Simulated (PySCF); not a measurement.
Which level of theory gave which numbers?

Compound: cyclohexanone, C6H10O.
SMILES: `C1CCCC(=O)C1`

The closed-shell ground state was solved 4 times with PySCF (density fitting, gas phase), always in the pcSseg-2 basis (392 functions), with these functionals: B97-2, KT3, PBE0 and wB97X-D. Geometry: PBE0-D3(BJ)/def2-TZVP, one conformer, isolated molecule.

| row | total energy (Eh) | HOMO (eV) | LUMO (eV) | dipole (D) |
| --- | --- | --- | --- | --- |
| P | -309.6422 | -6.95 | -0.49 | 3.39 |
| Q | -309.8957 | -6.67 | -0.54 | 3.37 |
| R | -309.9067 | -8.84 | 1.35 | 3.43 |
| S | -314.8523 | -5.57 | -1.54 | 3.23 |

**Question.** Which functional belongs to which row?

**Answer.** P = PBE0, Q = B97-2, R = wB97X-D, S = KT3. By rising HOMO–LUMO gap: KT3 (GGA) 4.03 eV; B97-2 (global hybrid, 21 % exact exchange) 6.13 eV; PBE0 (global hybrid, 25 % exact exchange) 6.46 eV; wB97X-D (range-separated hybrid) 10.19 eV. Total energies of different functionals aren't bounds to one another; each is stationary for its own functional.

The pairwise dispersion term of wB97X-D wasn't added to the energies; at a given geometry it leaves orbitals and properties as they are.
